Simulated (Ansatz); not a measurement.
Geometry optimisation, RKS BHLYP/def2-SVP (Ansatz 0.2.0).

The input (input.yaml):

```yaml
crystal:
  periodic: [false, false, false]
  atoms:
    - { symbol: Sn, position_ang: [0.0, 0.0, 0.0] }
    - { symbol: Cl, position_ang: [0.0, 0.0, 2.41] }
    - { symbol: H, position_ang: [1.6408, 0.0, -0.5794] }
    - { symbol: C, position_ang: [-1.0126, 1.7544, -0.716] }
    - { symbol: H, position_ang: [-2.0653, 1.5008, -0.9603] }
    - { symbol: H, position_ang: [-0.9943, 2.5391, 0.069] }
    - { symbol: H, position_ang: [-0.5023, 2.131, -1.6269] }
    - { symbol: H, position_ang: [-0.8195, -1.4198, -0.5794] }
basis:
  gaussian: { orbitals: def2-SVP }
hamiltonian:
  xc: { name: BHLYP }
relax:
  f_tol: 0.02
  max_steps: 40
```

Command:

```bash
$ ansatz run input.yaml --threads 1 --pin off --max-ram 2048MiB --backend cpu --events-out ev --progress --plain --runs-dir out
```

Problem. Where does it end, and by what steps?

Solution. It converged. The force dipped under the threshold on the way, but the program's further checks kept it going. After 15 steps the energy has fallen by 0.096 eV; H5 moved furthest, 0.42 Å.

| step | energy less start (eV) | largest force component (eV/Å) | accepted |
| --- | --- | --- | --- |
| 0 | 0.0000 | 0.714 | yes |
| 1 | -0.0243 | 0.627 | yes |
| 2 | -0.0868 | 0.117 | yes |
| 3 | -0.0889 | 0.023 | yes |
| 4 | -0.0893 | 0.008 | yes |
| 5 | -0.0906 | 0.057 | yes |
| 6 | -0.0898 | 0.258 | no |
| 7 | -0.0915 | 0.078 | yes |
| 8 | -0.0925 | 0.122 | yes |
| 9 | -0.0932 | 0.152 | yes |
| 10 | -0.0952 | 0.004 | yes |
| 11 | -0.0959 | 0.032 | yes |
| 12 | -0.0928 | 0.325 | no |
| 13 | -0.0958 | 0.036 | no |
| 14 | -0.0960 | 0.007 | yes |
| 15 | -0.0963 | 0.014 | yes |

```xyz
8
Properties=species:S:1:pos:R:3
Sn 0.021 0.003 -0.066
Cl -0.235 -0.097 2.284
H 1.701 0.073 -0.348
C -1.011 1.763 -0.712
H -2.085 1.636 -0.564
H -0.668 2.621 -0.131
H -0.814 1.943 -1.771
H -0.662 -1.435 -0.674
```

Whether the end is a true minimum wasn't checked by a vibrational analysis.

Run time: 64 s on 1 thread of Arm Neoverse V1, on a shared host, peak memory 0.17 GiB.
